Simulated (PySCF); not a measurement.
## Field gradients at the hydrogen positions

C8H13FSi.
Geometry (GFN2-xTB, Å), atoms numbered from 1 in this order:
```
atom  x, y, z in Å
C1    -2.902    1.040   -0.433
C2    -3.144    0.229    0.834
C3    -2.667   -1.221    0.684
C4    -1.233   -1.287    0.472
C5    -0.046   -1.317    0.305
C6     1.382   -1.347    0.076
Si7    1.989    0.286   -0.689
C8     3.824    0.407   -1.115
C9     3.442    1.170    0.158
F10    3.976    0.655    1.319
H11   -3.211    2.073   -0.291
H12   -3.465    0.624   -1.267
H13   -1.845    1.025   -0.690
H14   -2.614    0.693    1.669
H15   -4.211    0.225    1.070
H16   -3.173   -1.690   -0.166
H17   -2.920   -1.788    1.585
H18    1.899   -1.520    1.024
H19    1.615   -2.186   -0.584
H20    1.055    1.130   -1.414
H21    4.177    1.021   -1.930
H22    4.474   -0.441   -0.947
H23    3.594    2.244    0.161
```

Level: PBE0/pcSseg-1 (PySCF, non-relativistic); Q(2H) = 0.00286 b; rigid geometry, the same for H and D, with no vibrational averaging.

**Question.** Rank these positions by the coupling χzz of a deuteron there, largest first.
A. H20 (Si–H hydrogen)
B. H15 (methylene hydrogen)
C. H22 (methylene hydrogen)
D. H11 (methyl hydrogen)

**Answer.** C (225 kHz), D (213 kHz), B (204 kHz), A (115 kHz).

**Question.** Tabulate Vzz, the asymmetry η and χzz = 234.96 MHz × Q × Vzz for every hydrogen position.

**Answer.** 
```
atom  bonded to  bond length (Å)  Vzz (au)     η  χzz (kHz)
 H11         C1            1.088    0.3163  0.02        213
 H12         C1            1.088    0.3142  0.02        211
 H13         C1            1.088    0.3112  0.02        209
 H14         C2            1.092    0.3017  0.02        203
 H15         C2            1.093    0.3030  0.02        204
 H16         C3            1.095    0.2984  0.02        201
 H17         C3            1.094    0.2991  0.02        201
 H18         C6            1.093    0.3034  0.03        204
 H19         C6            1.093    0.3054  0.03        205
 H20        Si7            1.453    0.1708  0.07        115
 H21         C8            1.080    0.3370  0.07        226
 H22         C8            1.082    0.3348  0.07        225
 H23         C9            1.085    0.3162  0.14        213
```

**Question.** Average by the element that carries the hydrogen.

**Answer.** on C: 209 kHz over 12 positions, mean bond length 1.089 Å; on Si: 115 kHz over 1 position, mean bond length 1.453 Å.

**Question.** How does χzz go with the bond length over the 12 C–H bonds?

**Answer.** A straight-line fit has a slope of -17.1 kHz for each 0.01 Å, with a correlation coefficient of -0.97, over lengths from 1.080 to 1.095 Å. The longer bonds have the smaller couplings here.

**Question.** A static deuteron (I = 1) shows a doublet split by (3/2)χ, (3/4)χ(1 + η) and (3/4)χ(1 − η) with the field along z, y and x of the gradient. What are these for H16?

**Answer.** With |χ| = 200.5 kHz and η = 0.018: 301, 153 and 148 kHz, to first order and without motion.

Geometry: GFN2-xTB, one conformer, isolated molecule. GFN2-xTB bond lengths can be off by several hundredths of an ångström, more for odd bonds, and the gradients follow them. A larger basis could move these couplings by a tenth or more.
